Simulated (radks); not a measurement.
Task: These are the eigenvalues of the occupied orbitals of an atom or ion with whole-number occupations (Ry). Method: non-relativistic Kohn-Sham, PBE, spin-polarised, spherical densities, point nucleus; computed with a radial shooting solver on a logarithmic mesh with Libxc functionals.

1s up: -22.63367
1s down: -22.51420
2s up: -3.07467
2p up: -2.43407

Which element is it, and in what charge state? The configuration may be excited. Open shells, if any, are filled with parallel spins first.

Result: Z = 6, carbon, charge +2: C2+ in [He] 2s1 2p1. The list shows which subshells hold electrons but not how many an open one holds; the 1s level, -11.317 hartree, gives Z - s = 4.8 by -(Z - s)^2/2, which with screening narrows Z to a few neighbours, and the depths of the outer levels then fix element, charge and occupations together.
